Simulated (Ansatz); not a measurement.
CH₂BFN₂, SMILES `FB1N=CN1`, one more setting.

```yaml
crystal:
  periodic: [false, false, false]
  atoms:
    - {symbol: F, position_ang: [0.937921, -1.818176, -0.903218]}
    - {symbol: B, position_ang: [0.271259, -0.884366, -0.281490]}
    - {symbol: N, position_ang: [-0.113813, -0.640596, 1.165828]}
    - {symbol: C, position_ang: [-0.345676, 0.465672, 0.737288]}
    - {symbol: N, position_ang: [-0.312519, 0.391756, -0.695414]}
    - {symbol: H, position_ang: [-0.484832, 1.395514, 1.200919]}
    - {symbol: H, position_ang: [0.069582, 1.110320, -1.350178]}
basis:
  gaussian: {orbitals: "6-31++G**"}
hamiltonian: {xc: {name: PBE0}, dispersion: d4}
output: {forces: true}
```

```sh
$ ansatz run in.yaml --threads 2 --pin off --events-out ev --progress --plain --max-ram 4352MiB
```

Shortened log:

```
Functional definition: PBE0
943 factors; integrals over basis functions are off by at most 1.5e-3 eV
mean field evaluation 1: about -7426.8249 eV, gradient 6.5e1 eV
mean field evaluation 2: about -7420.2717 eV, gradient 8.3e1 eV
mean field evaluation 4: about -7435.3608 eV, gradient 6.7e0 eV
mean field evaluation 8: about -7435.6748 eV, gradient 8.5e-1 eV
mean field evaluation 16: about -7435.6761 eV, gradient 6.2e-5 eV
mean field -7435.67610203 eV, -273.2560566674 hartree, gradient 9.9e-6 eV, S^2 0.000000; 0 other end points of the search recorded, 0 dependent functions left out
reference -7435.67615656 eV, -273.2560586712 hartree; 18, 18 occupied and 89, 89 virtual orbitals, 943 factors
Total energy: -7435.77254126 eV, -273.2596007436 hartree
Atom 0 at     0.937921    -1.818176    -0.903218 Å, force     0.231136    -0.085504    -0.014176 eV/Å
Atom 1 at     0.271259    -0.884366    -0.281490 Å, force    -0.828398     0.322970     0.387059 eV/Å
Atom 2 at    -0.113813    -0.640596     1.165828 Å, force     1.454048    -5.984952     2.176686 eV/Å
Atom 3 at    -0.345676     0.465672     0.737288 Å, force    -0.573525     4.591347    -3.117849 eV/Å
Atom 4 at    -0.312519     0.391756    -0.695414 Å, force     0.660205     0.463822    -1.516842 eV/Å
Atom 5 at    -0.484832     1.395514     1.200919 Å, force    -0.470178     1.467947     1.134278 eV/Å
Atom 6 at     0.069582     1.110320    -1.350178 Å, force    -0.473288    -0.775629     0.950844 eV/Å
Dipole moment:     0.089755     0.597898    -0.286270 e Å
```

Hardware: 2 threads of an Arm Neoverse V2 on a shared host. Wall time 2 s, peak host memory 0.35 GiB.
